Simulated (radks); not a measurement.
The numbers below are computed, except where a source is named.
Initial-state core-level shifts of neutral chromium when its valence configuration changes from [Ar] 3d5 4s1. Code: a radial shooting solver on a logarithmic mesh with Libxc functionals. Model: Dirac Kohn-Sham, PBEsol, spin-unpolarised, spherical densities, point nucleus; open shells fill j = l - 1/2 first. Shifts are changes of the shell-averaged eigenvalues in eV (positive: less bound).

valence               2s       2p       3s       3p
3d6               +2.412   +2.375   +2.241   +2.156
3d4.5 4s1.5       -1.962   -1.936   -1.775   -1.711
3d4 4s2           -4.453   -4.396   -3.967   -3.822
3d5.5 4s0.5       +1.441   +1.420   +1.332   +1.284
3d4 4s1 4p1       -5.870   -5.818   -5.456   -5.313
3d5 4s0.5 4p0.5   -0.651   -0.656   -0.715   -0.723
3d5 4p1           -1.252   -1.262   -1.379   -1.396
3d3 4s1 4p2      -13.723  -13.590  -12.214  -11.841
3d3.5 4s0.5 4p2  -10.218  -10.129   -9.370   -9.119
